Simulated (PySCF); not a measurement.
Work out the structure from these simulated measurements.

Formula: C8H8OSSi.

| Property | Result |
| --- | --- |
| NMR, other nuclei | isotropic shieldings of nuclei other than C and H, by class: 227 (1 O), 387 (1 Si), 237 (1 S) ppm [GIAO PBE0/pcSseg-1] |
| 13C NMR | chemical shifts (computed TMS as zero) by class: 156.1 (1 C), 147.7 (1 C), 143.4 (1 C), 142.7 (1 C), 125.9 (1 C), 97.5 (1 C), 87.4 (1 C), 82.6 (1 C) ppm [GIAO PBE0/pcSseg-1] |
| 1H NMR | chemical shifts (computed TMS as zero) by class: 7.73 (1 H), 7.38 (1 H), 6.81 (1 H), 5.65 (2 H), 4.71 (1 H), 4.67 (1 H), 2.75 (1 H) ppm [GIAO PBE0/pcSseg-1] |
| Rotational structure | rotational constants A, B, C: 2.272, 0.437, 0.378 GHz [GFN2-xTB] |
| Dipole | 0.47 D [PBE0/pcSseg-1] |

Gas-phase values; electronic properties from PySCF, density fitting. Levels stand in brackets. The structure is a single GFN2-xTB conformer in the gas phase; no vibrational or solvent corrections. NMR classes are plain means over equivalent atoms (diastereotopic ones count apart unless rotation or inversion swaps them), as if these changed places fast.

Q: What is the compound? Reason from the data.

A: Numbering: `[CH:1]#[C:2][c:3]1[cH:4][s:5][c:6]([SiH2:7][O:8][CH:9]=[CH2:10])[cH:11]1`. Its formula, C8H8OSSi, gives 6 degrees of unsaturation: 1 ring and 5 π bonds in the structure found (Kekulé form). 8 carbons fall into 8 classes; from least to most shielded: vinylic carbon bearing oxygen [C9] (156.1 ppm), aromatic CH next to a ring sulfur [C4] (147.7 ppm), aromatic CH carbon [C11] (143.4 ppm), substituted aromatic carbon [C6] (142.7 ppm), substituted aromatic carbon [C3] (125.9 ppm), terminal =CH2 carbon [C10] (97.5 ppm), terminal alkyne carbon [C1] (87.4 ppm), alkyne carbon [C2] (82.6 ppm). Hydrogen classes from least to most shielded: 1 H on an aromatic CH next to a ring sulfur, C4 (7.73 ppm), 1 H on an aromatic CH carbon, C11 (7.38 ppm), 1 H on a vinylic carbon bearing oxygen, C9 (6.81 ppm), 2 H on an oxygen-bound silicon, Si7 (5.65 ppm), 1 H on a terminal =CH2 carbon, C10 (4.71 ppm), 1 H on a terminal =CH2 carbon, C10 (4.67 ppm), 1 H on a terminal alkyne carbon, C1 (2.75 ppm). The other shieldings belong to: 227 ppm, silyl ether oxygen [O8]; 387 ppm, oxygen-bound silicon [Si7]; 237 ppm, thiophene-type sulfur [S5]. The optimised geometry has point group C1 and is an asymmetric top. Structure: `C#Cc1csc([SiH2]OC=C)c1`. The assignments are read from this structure; whether some other isomer fits the data as well wasn't checked.

Conformer computed: `[CH:1]#[C:2][c:3]1[cH:4][s:5][c:6]([SiH2:7][O:8][CH:9]=[CH2:10])[cH:11]1`: S5–C6–Si7–O8 -31°, C6–Si7–O8–C9 69°, Si7–O8–C9–C10 6°.
